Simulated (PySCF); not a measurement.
# Two-component Hartree-Fock for K⁺ (potassium, charge +1)

Start: [Ar]. Calculated with PySCF 2.14 in x2c-SVPall-2c (5s5p2d, 30 functions): generalised Hartree-Fock with the X2C-1e Hamiltonian and a Gaussian nucleus; one run each with spin-orbit coupling (SO) switched off, then screened by Boettger's factors.

| spinor shell | electrons | ε, spin-free (eV) | ε, screened SO (eV) | weight of nominal j (screened SO) | rms radius, screened SO (bohr) |
| --- | --- | --- | --- | --- | --- |
| 1s1/2 | 2 | -3653.9 | -3653.9 | 1.000 | 0.0938 |
| 2s1/2 | 2 | -402.80 | -402.80 | 1.000 | 0.418 |
| 2p1/2 | 2 | -319.28 | -321.24 | 1.000 | 0.386 |
| 3s1/2 | 2 | -53.795 | -53.795 | 1.000 | 1.37 |
| 3p1/2 | 2 | -31.862 | -32.057 | 1.000 | 1.55 |
| 3p3/2 | 4 | -31.862 | -31.765 | 1.000 | 1.56 |

Q: Where does 2p3/2 lie, and what is the 2p spin-orbit splitting (screened SO)?

A: At -318.30 eV, 2.938 eV above 2p1/2.

| quantity | spin-free | screened SO |
| --- | --- | --- |
| E (hartree) | -601.23333 | -601.23435 |
| M_J | 0 | 0 |
| ⟨J²⟩ | 0.000 | 0.000 |
| ⟨L²⟩ | 0.000 | 0.000 |
| ⟨S²⟩ | 0.000 | 0.000 |

Without spin-orbit coupling the j labels of p, d and f shells carry no meaning; the spin-free column gives the mean over the occupied spinors of each nl shell.
